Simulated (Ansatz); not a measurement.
Stepwise reaction of `[F][In]([F])[SeH]` with hydrogen chloride, as a gas-phase model of exchange steps in deposition or etching. ΔE in kJ/mol; ΔG adds harmonic PBE0-D4 terms to CCSD(T)/CBS, at 1 bar.

Program: Ansatz. Geometries: PBE0-D4/def2-TZVP. ΔE: electronic, gas phase. CCSD(T)/CBS adds triple-zeta CCSD(T) − MP2 to the extrapolated MP2 energy (def2 sets, frozen cores). This one scheme is used for every species. DFT in def2-TZVPP. B3LYP here is the variant with VWN-RPA as its local correlation; programs differ in this. Elements past krypton have def2 core potentials. For In, Se outer-core shells are correlated without core-valence functions, which leaves a few kJ/mol of doubt a bond. Scalar relativity is left out up to krypton. Each species was taken in one conformer, which may not be the lowest.

```tsv
step	reaction	PBE-D4	B3LYP-D4	ωB97M-V	CCSD(T)/CBS	ΔG(600 K)
1	`[F][In]([F])[SeH]` + HCl → `[F][In]([Cl])[SeH]` + H–F	-55.3	-56.9	-58.6	-62.7	-55.4
```

**Question.** Give the row of step 2, `[F][In]([Cl])[SeH]` + HCl → `[Cl][In]([Cl])[SeH]` + H–F. (Estimate.)

**Answer.** The calculation gave: 
```json
{"step": "2", "reaction": "`[F][In]([Cl])[SeH]` + HCl → `[Cl][In]([Cl])[SeH]` + H–F", "PBE-D4": "-53.3", "B3LYP-D4": "-55.2", "ωB97M-V": "-56.6", "CCSD(T)/CBS": "-61.1", "ΔG(600 K)": "-53.5"}
```

**Question.** By hand: ΔE of the 2 steps together at CCSD(T)/CBS.

**Answer.** (-62.7) + (-61.1) = -123.8 kJ/mol, or -61.9 kJ/mol a step.

In ΔE the steps differ by no more than 1.6 kJ/mol. All are downhill at CCSD(T)/CBS. ΔG lies between -55.4 and -53.5 kJ/mol a step. PBE-D4 differs from CCSD(T)/CBS by 7.4 to 7.8 kJ/mol a step. Isolated molecules leave out the surface, adducts and barriers. Largest T1 diagnostic: 0.015.
